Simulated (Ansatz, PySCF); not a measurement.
Spin states of O2Ru (SMILES [O]=[Ru]=[O]), each relaxed with B3LYP-D3(BJ)/def2-TZVP.
State 1 (charge 0, multiplicity 1):
| atom | x (Å) | y (Å) | z (Å) |
|---|---|---|---|
| Ru | 0.1461 | -0.0442 | 0.1559 |
| O | 1.1599 | 0.2401 | -1.1432 |
| O | -1.3393 | -0.1486 | 0.9169 |
State 2 (charge 0, multiplicity 5):
```xyz
3

Ru     0.3813    -0.1340     0.4243
O      0.9014     0.2631    -1.1612
O     -1.3160    -0.0818     0.6666
```

Singlets are restricted, other states unrestricted; no spin–orbit coupling, no relativity up to Kr; see below for the cores. The largest T1 diagnostic is 0.096.

Correlated levels freeze the inner cores; with def2 sets outer-core shells near the valence are correlated too.

Programs: Ansatz (Gaussian basis) for Hartree–Fock, density functionals and correlated methods; PySCF for the dispersion terms.  In def2 rows elements past Kr take small-core potentials, without spin–orbit coupling.

```json
[
 {"level": "PBE/def2-TZVPP", "energy of the multiplicity-5 state less that of the multiplicity-1 state (eV)": "0.821"},
 {"level": "PBE-D4/def2-TZVPP", "energy of the multiplicity-5 state less that of the multiplicity-1 state (eV)": "0.819"},
 {"level": "BLYP/def2-TZVPP", "energy of the multiplicity-5 state less that of the multiplicity-1 state (eV)": "0.902"},
 {"level": "BLYP-D4/def2-TZVPP", "energy of the multiplicity-5 state less that of the multiplicity-1 state (eV)": "0.897"},
 {"level": "PBE0/def2-TZVPP", "energy of the multiplicity-5 state less that of the multiplicity-1 state (eV)": "0.693"},
 {"level": "BHLYP/def2-TZVPP", "energy of the multiplicity-5 state less that of the multiplicity-1 state (eV)": "0.603"},
 {"level": "CAM-B3LYP-D3(BJ)/def2-TZVPP", "energy of the multiplicity-5 state less that of the multiplicity-1 state (eV)": "0.881"},
 {"level": "wB97M-V/def2-TZVPP", "energy of the multiplicity-5 state less that of the multiplicity-1 state (eV)": "…"},
 {"level": "B2PLYP-D3(BJ)/def2-TZVPP", "energy of the multiplicity-5 state less that of the multiplicity-1 state (eV)": "…"}
]
```

Task: Complete the blanks.

Result: 
- wB97M-V/def2-TZVPP, energy of the multiplicity-5 state less that of the multiplicity-1 state (eV): 1.065
- B2PLYP-D3(BJ)/def2-TZVPP, energy of the multiplicity-5 state less that of the multiplicity-1 state (eV): 1.190

Doubts at one or more of the structures used: a restricted determinant that unrestricted orbitals would lower (B2PLYP-D3(BJ)/def2-TZVPP).

Ansatz is a program for electronic structure.
